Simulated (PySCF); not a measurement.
**Correlation energy of S (sulfur, neutral)**

[Ne] 3s1 3p5, high-spin 3P determinant (an excited configuration). Computed with PySCF 2.14 in x2c-TZVPPall with one added diffuse shell each of s, p, d type (6s6p4d1f, 51 functions), with the spin-free X2C one-electron Hamiltonian (Gaussian nucleus). Frozen: 1s2; 14 electrons correlated.

MP2 pair energies summed by pair of shells (mhartree):

```csv
pair,energy,share (%)
3p-3p,-138.59,43.8
2p-2p,-98.57,31.2
2p-3p,-26.32,8.3
2s-2p,-20.84,6.6
3s-3p,-17.61,5.6
2s-2s,-4.75,1.5
2p-3s,-4.70,1.5
2s-3p,-4.17,1.3
2s-3s,-0.76,0.2
```

Total MP2 correlation energy: -316.30 mhartree.

Same-spin part -80.58 and opposite-spin part -235.72 mhartree; SCS-MP2 scales them by 1/3 and 6/5 to -309.73 mhartree.

This basis was not built for core-valence correlation, so the inner-shell part is incomplete.
